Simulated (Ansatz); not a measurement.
# Energy profile

The step: BBrF₂ ([F][B]([F])[Br]) + NH₃ → BNH₂F₂ ([NH2][B]([F])[F]) + HBr; bonds formed: Br2–H5; dative contacts that become bonds: B1–N6; bonds broken: B1–Br2, H5–N6 (atoms numbered as in the saddle structure below).

B1  (-0.666, 0.318, -0.470)
Br2  (1.917, -0.463, -1.363)
F3  (-1.446, -0.530, -1.089)
F4  (-0.679, 1.599, -0.734)
H5  (1.033, -0.402, 0.183)
N6  (0.018, -0.138, 0.786)
H7  (-0.369, -0.972, 1.213)
H8  (0.192, 0.588, 1.473)
(Å)

Electronic energies by CCSD(T) at an estimated basis limit (MP2 extrapolated from triple and quadruple zeta, plus CCSD(T) − MP2 in triple zeta), on PBE0-D4/def2-TZVP structures; BNH3BrF2, closed shell; no counterpoise correction. Program: Ansatz 0.2.0. Basis: def2-TZVPP and def2-QZVPP. Cores are frozen in the correlated methods. Filled d shells of the heavier atoms are correlated. The def2 sets are not built for correlating such inner shells, so the correlated values are less sure here. Extrapolation: Hartree–Fock as exp(−7.88 √X), correlation as X^−2.97.

(1) Give the profile in eV, counted from the separated reactants. (Judge from chemistry; the value comes from the calculation.)

No T1 diagnostic of these runs exceeds 0.012.

Results:

(1) Computed:
| point | eV |
| --- | --- |
| separated: BBrF2 (linked as [F][B]([F])[Br]; B1, Br2, F3, F4; singlet) + NH3 (H5, N6, H7, H8; singlet) | 0.000 |
| start structure | -1.081 |
| saddle | 0.031 |
| end structure | -0.582 |
| separated: BNH2F2 (linked as [NH2][B]([F])[F]; B1, F3, F4, N6, H7, H8; singlet) + HBr (Br2, H5; singlet) | -0.495 |

The step is the kind of exchange with an N–H group that builds nitride films in atomic layer and chemical vapour deposition.

For scale, one of the runs: CCSD(T)/def2-TZVPP, 214 basis functions, launched by `ansatz run in.yaml --threads 8 --pin off --events-out ev --progress --plain --max-ram 19148MiB`. Hardware: 8 CPU threads of an Intel Xeon Platinum 8488C, shared host. Wall time 54 s; peak host memory 3.6 GiB.
